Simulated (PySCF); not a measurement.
From one molecule to another.

First species: C₃H₁₂SSi₂.
Atom-mapped SMILES: `[CH3:1][CH2:2][C@H:3]([SiH3:4])[S:5][SiH3:6]` (hydrogens: H7, H8, H9 on C1; H10, H11 on C2; H12 on C3; H13, H14, H15 on Si4; H16, H17, H18 on Si6)

Cartesian coordinates in Å at the GFN2-xTB level; atoms count from 1:
```xyz
18
C3H12SSi2 angstrom
C     -0.633   -2.192   -0.083
C     -0.819   -0.826   -0.733
C     -0.653    0.330    0.243
Si    -1.080    2.031   -0.515
S      1.011    0.350    1.041
Si     2.452    0.468   -0.529
H     -0.741   -2.984   -0.821
H     -1.374   -2.343    0.700
H      0.355   -2.267    0.367
H     -1.827   -0.763   -1.156
H     -0.111   -0.711   -1.558
H     -1.303    0.156    1.104
H     -0.401    2.157   -1.806
H     -0.657    3.083    0.402
H     -2.529    2.057   -0.722
H      3.693    0.535    0.222
H      2.399   -0.733   -1.359
H      2.211    1.657   -1.338
```

Second species: C6H6ClOP.
InChI=1S/C6H6ClOP/c7-6-5(4-1-2-4)8-3-9-6/h3-4H,1-2H2

Levels: B3LYP/def2-SVPD for dipole moment, HOMO energy, LUMO energy, HOMO–LUMO gap, static isotropic polarisability and electronic spatial extent ⟨r²⟩ about the centre of nuclear charge; TDDFT B3LYP/def2-SVPD for lowest singlet excitation; TDA B3LYP/def2-SVPD for lowest triplet excitation (Tamm–Dancoff); GFN2-xTB for rotational constant A and rotational constant C. Geometries: GFN2-xTB. All species are isolated and taken at one optimised geometry, non-relativistic unless stated. Electronic properties by PySCF.

The conformers computed, where there is a choice (atom-mapped SMILES and torsion angles):
- `[CH3:1][CH2:2][C@H:3]([SiH3:4])[S:5][SiH3:6]`: C1–C2–C3–Si4 -173°, C2–C3–S5–Si6 58°
- `[Cl:1][c:2]1[p:3][cH:4][o:5][c:6]1[CH:7]1[CH2:8][CH2:9]1`: O5–C6–C7–C8 35°

(1) Which of the two has the higher LUMO energy, and by how much?

(2) Which has the higher T1 energy?

(3) Which of the two has the higher HOMO–LUMO gap, and by how much?

(4) Which has the higher static isotropic polarisability?

(5) Which has the higher ⟨r²⟩?

(6) Which of the two has the higher dipole moment, and by how much?

(7) Which has the higher rotational constant A?

(8) Which has the higher S1 energy?

## Answers

(1) The first: -0.17 eV against -1.28 eV, a difference of 1.11 eV.

(2) The first: 4.97 eV against 3.14 eV, a difference of 1.83 eV.

(3) The first: 6.29 eV against 5.13 eV, a difference of 1.16 eV.

(4) The first: 112.4 au against 108.9 au, a difference of 3.5 au.

(5) The second: 1632 bohr² against 1324 bohr², a difference of 308 bohr².

(6) The second: 2.33 D against 1.38 D, a difference of 0.95 D.

(7) The first: 1.775 GHz against 1.702 GHz, a difference of 0.073 GHz.

(8) The first: 5.27 eV against 4.64 eV, a difference of 0.63 eV.

On the first: The polarisability is 16.66 Å³ as a volume (1 au = 0.148185 Å³), or 1.52 au for each of the 74 electrons. No computed singlet falls in the visible range (750 to 380 nm, 1.65 to 3.26 eV); S1 lies 2.01 eV above its blue end.

On the second: The polarisability is 16.14 Å³ as a volume (1 au = 0.148185 Å³), or 1.33 au for each of the 82 electrons. The vertical singlet–triplet gap S1 − T1 is 1.50 eV (TDDFT singlet less Tamm–Dancoff triplet; S1: HOMO→LUMO, weight 0.86; T1: HOMO→LUMO, weight 0.83).
